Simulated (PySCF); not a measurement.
Deuteron quadrupole couplings in `CC[SiH]1OCCO1`

Compound: C₄H₁₀O₂Si.
Structure used (GFN2-xTB), in Å, numbered top down from 1:
```
atom  x, y, z in Å
C1     2.194    0.003    0.835
C2     1.736   -0.578   -0.501
Si3   -0.118   -0.384   -0.832
O4    -1.017   -1.142    0.315
C5    -2.059   -0.324    0.759
C6    -1.691    1.138    0.432
O7    -0.702    1.128   -0.556
H8     3.264   -0.143    0.973
H9     1.987    1.070    0.876
H10    1.674   -0.481    1.658
H11    1.992   -1.635   -0.545
H12    2.280   -0.098   -1.313
H13   -0.526   -0.794   -2.175
H14   -2.192   -0.477    1.833
H15   -2.980   -0.608    0.240
H16   -2.558    1.691    0.062
H17   -1.294    1.647    1.316
```

Level: PBE0/pcSseg-1 (PySCF, non-relativistic); Q(2H) = 0.00286 b; rigid geometry, the same for H and D, with no vibrational averaging.

**Question.** Rank these positions by the coupling χzz of a deuteron there, largest first.
A. H15 (methylene hydrogen)
B. H11 (methylene hydrogen)
C. H13 (Si–H hydrogen)
D. H14 (methylene hydrogen)

**Answer.** B (213 kHz), D (199 kHz), A (195 kHz), C (107 kHz).

**Question.** Give the electric field gradient Vzz (the principal value of largest size), its asymmetry and the 2H coupling at each hydrogen.

**Answer.** 
```csv
atom,bonded to,bond length (Å),Vzz (au),η,χzz (kHz)
H8,C1,1.089,0.3141,0.02,211
H9,C1,1.088,0.3135,0.02,211
H10,C1,1.088,0.3135,0.02,211
H11,C2,1.089,0.3162,0.03,213
H12,C2,1.089,0.3160,0.03,212
H13,Si3,1.462,0.1588,0.01,107
H14,C5,1.092,0.2969,0.05,199
H15,C5,1.095,0.2908,0.05,195
H16,C6,1.093,0.2955,0.05,199
H17,C6,1.095,0.2912,0.05,196
```

**Question.** Average by the element that carries the hydrogen.

**Answer.** on C: 205 kHz over 9 positions, mean bond length 1.091 Å; on Si: 107 kHz over 1 position, mean bond length 1.462 Å.

**Question.** A static deuteron (I = 1) shows a doublet split by (3/2)χ, (3/4)χ(1 + η) and (3/4)χ(1 − η) with the field along z, y and x of the gradient. What are these for H11?

**Answer.** With |χ| = 212.5 kHz and η = 0.032: 319, 164 and 154 kHz, to first order and without motion.

Geometry: GFN2-xTB, one conformer, isolated molecule. GFN2-xTB bond lengths can be off by several hundredths of an ångström, more for odd bonds, and the gradients follow them. These gradients aren't converged with respect to the basis.
